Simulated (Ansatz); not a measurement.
C₃H₉NSi, SMILES `CCC(=N)[SiH3]`. The species carries charge 0 and has multiplicity 1.

```xyz
14

C     1.5905    0.3119   -0.5205
C     0.6891    0.5400    0.6869
C    -0.7674    0.3302    0.3751
N    -1.6864    1.1894    0.5574
Si   -1.3453   -1.3184   -0.3766
H     1.4984   -0.7087   -0.9017
H     1.3380    0.9948   -1.3345
H     2.6380    0.4696   -0.2572
H     0.8258    1.5526    1.0842
H     0.9728   -0.1586    1.4836
H    -1.3038    2.0596    0.9443
H    -0.5393   -2.4384    0.1857
H    -1.1295   -1.3031   -1.8484
H    -2.7809   -1.5209   -0.0783
```

What are the harmonic wavenumbers in cm⁻¹ at PBE0-D4/def2-TZVP (Ansatz, finite differences of forces, unscaled)? (An estimate is asked.)

The calculation gave: 70, 91, 177, 216, 284, 396, 440, 604, 630, 689, 793, 902, 920, 935, 940, 946, 1055, 1105, 1122, 1267, 1336, 1345, 1408, 1462, 1492, 1494, 1696, 2211, 2222, 2265, 3026, 3051, 3069, 3123, 3135, 3375.

Is this a minimum?

Yes, all 36 modes are real.

Give the ideal-gas thermochemistry at 298.15 K and 1 bar (rigid rotor, harmonic oscillator; point group C1, symmetry number 1).

Zero-point energy 294.8 kJ/mol; H(298) − E = 316.8 kJ/mol; entropy 351.0 J/(mol·K), of which translation 164.6, rotation 112.0, vibration 74.4; G(298) − E = 212.1 kJ/mol. Modes under 100 cm⁻¹ are hindered rotations or soft bends, so the harmonic entropy is rough.

And at 400, 500, 600, 800 and 1000 K?


| T (K) | H − E (kJ/mol) | S (J/mol/K) | G − E (kJ/mol) |
| --- | --- | --- | --- |
| 400 | 330.0 | 389.1 | 174.4 |
| 500 | 345.8 | 424.1 | 133.7 |
| 600 | 363.8 | 456.9 | 89.7 |
| 800 | 405.4 | 516.6 | -7.8 |
| 1000 | 452.7 | 569.2 | -116.5 |
